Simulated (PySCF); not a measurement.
BiF3, charge +1, doublet, geometry from GFN2-xTB (such geometries of metal compounds can be far from the true shape) (a state made from the parent by changing its charge; the spin is typed, not shown lowest) (core potentials on Bi). Base run: PySCF with TPSS/def2-SVP.

Input for PySCF:
```python
from pyscf import gto, scf, dft

mol = gto.M(
    atom='''
Bi    0.002903   -0.004092    0.277726
F    -1.347839   -1.005813   -0.854760
F    -0.221288    1.681109   -0.826949
F     1.542355   -0.637562   -0.879545
''',
    basis='def2-svp',
    ecp={'Bi': 'def2-svp'},
    charge=1,
    spin=1,
    verbose=4,
)

mf = dft.UKS(mol)
mf.xc = 'tpss'
mf.kernel()
```

The base run was repeated with changes; each row names its change, and settings that it needs were set with it.

```tsv
change	ΔE vs base (µEh)	SCF cycles	<S^2>	outcome
base	0.0	15	0.757	converged
init_guess = vsap	-	-	-	input refused
level_shift = 0.3 (with mf.max_cycle = 100)	0.0	23	0.757	converged
diis = off; damp = 0.3 (with mf.diis_start_cycle = 200; with mf.max_cycle = 150)	-	150	-	not converged
init_guess = huckel	0.0	14	0.757	converged
conv_tol = 1e-6	-	11	-	not converged
level_shift = 1.0 (with mf.max_cycle = 100)	-	100	-	not converged
init_guess = sap	0.0	22	0.757	converged
conv_tol = 1e-7	0.0	13	0.757	converged
conv_tol = 1e-11	0.0	16	0.757	converged
conv_tol_grad = 1e-7	0.0	21	0.757	converged
conv_tol = 1e-4	11.9	11	0.757	converged
diis_space = 12	0.0	15	0.757	converged
```

Open shells are given as the SCF converged; they aren't shown to be the lowest states, and a large step between rows can be another state.

- init_guess = vsap: ended with `AssertionError: ECP or PP not supported`
